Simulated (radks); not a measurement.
Q: Species: F2+. Configuration: [He] 2s2 2p1 3d2 (not the ground configuration). Method: scalar-relativistic Kohn-Sham, LDA (Slater exchange, Perdew-Wang correlation), spin-polarised, spherical densities, finite nucleus; open shells are filled with parallel spins first; Fermi nuclear charge, rms radius 2.8976 fm; computed with a radial shooting solver on a logarithmic mesh with Libxc functionals. Some entries of the table are withheld. Estimate them.

orbital,occ.,eigenvalue (Ry),<r^2> (bohr^2),<1/r> (bohr^-1)
1s up,1,-55.05473,0.04214,8.600
1s down,1,-54.94270,0.04195,8.613
2s up,1,-6.92023,0.8518,(1)
2s down,1,-6.63860,0.8602,(2)
2p up,1,-5.68457,0.7516,(3)
2p down,0,-5.38256,0.7644,(4)
3d up,2,-1.04953,(5),0.4624
3d down,0,-0.86130,(6),0.4324

A: 
(1) 2s up <1/r> (bohr^-1): 1.728
(2) 2s down <1/r> (bohr^-1): 1.715
(3) 2p up <1/r> (bohr^-1): 1.652
(4) 2p down <1/r> (bohr^-1): 1.641
(5) 3d up <r^2> (bohr^2): 8.017
(6) 3d down <r^2> (bohr^2): 9.574
